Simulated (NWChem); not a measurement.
Species: CH4O3Si; SMILES O=CO[SiH2]O

```xyz
9

O      0.9222    -1.5157     0.2808
C     -0.1971    -1.5717    -0.1610
O     -0.9950    -0.5272    -0.3085
Si    -0.4261     1.0089     0.2409
O      1.0700     1.3243    -0.3672
H     -0.6810    -2.5123    -0.4966
H     -0.4781     0.9508     1.7255
H     -1.3808     1.9816    -0.3303
H      1.7104     0.6345    -0.1460
```
Atoms are numbered in this order, from 1.

All runs use the structure optimised with PBE0/def2-SVP.

Problem. List the 4 lowest vertical singlet excitations from PBE0/6-31G* (spherical d), full TDDFT (NWChem).

Solution. 
```csv
state,energy (eV),oscillator strength,leading excitation (squared amplitude)
S1,5.88,0.001,HOMO → LUMO (0.96)
S2,7.49,0.002,HOMO−1 → LUMO (0.86)
S3,8.03,0.040,HOMO−2 → LUMO (0.61)
S4,8.23,0.006,HOMO → LUMO+1 (0.87)
```
